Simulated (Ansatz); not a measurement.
Calculated with Ansatz (gas phase, PBE0-D4/def2-TZVP geometries, no zero-point term in ΔE). CCSD(T)/CBS adds triple-zeta CCSD(T) − MP2 to the extrapolated MP2 energy (def2 sets, frozen cores). Functionals use def2-TZVPP. B3LYP here is the variant with VWN-RPA as its local correlation; programs differ in this. Each species was taken in one conformer, which may not be the lowest.

`OB(O)OC[SiH3]` + `[SiH3][SiH2]Cl` → `OB(O)[SiH3]` + `[SiH3]CO[SiH2]Cl`  (redistribution)

| level | ΔE (kcal/mol) | difference from CCSD(T)/CBS |
| --- | --- | --- |
| PBE-D4 | 10.5 | 1.4 |
| r2SCAN-D4 | 10.5 | 1.4 |
| PBE0-D4 | 11.3 | 2.2 |
| B3LYP-D4 | 8.9 | -0.2 |
| ωB97X-V | 9.3 | 0.2 |
| ωB97M-V | 9.0 | -0.1 |
| B2PLYP | 8.6 | -0.5 |
| PBE | 10.6 | 1.5 |
| r2SCAN | 10.6 | 1.5 |
| PBE0 | 11.4 | 2.3 |
| B3LYP | 9.1 | 0.0 |
| HF/def2-TZVPP | 10.0 | 0.9 |
| MP2/def2-TZVPP | 8.2 | -0.9 |
| SCS-MP2/def2-TZVPP | 7.9 | -1.2 |
| CCSD/def2-TZVPP | 9.5 | 0.4 |
| CCSD(T)/def2-TZVPP | 9.3 | 0.2 |
| HF/def2-QZVPP | 9.8 | 0.7 |
| MP2/def2-QZVPP | 8.0 | -1.1 |
| SCS-MP2/def2-QZVPP | 7.8 | -1.3 |
| HF/CBS(def2) | 9.7 | 0.6 |
| MP2/CBS(def2) | 8.0 | -1.1 |
| CCSD/CBS(def2) | 9.3 | 0.2 |
| CCSD(T)/CBS | 9.1 | 0 |

Largest T1 diagnostic among the species: 0.014.

From PBE to PBE0 (25 % exact exchange), in def2-TZVPP and without D4, ΔE moves by +0.8 kcal/mol. In def2-TZVPP, CCSD(T) changes the Hartree–Fock value by −0.7 kcal/mol (the triples alone add −0.2 kcal/mol) and MP2 by −1.8 kcal/mol.
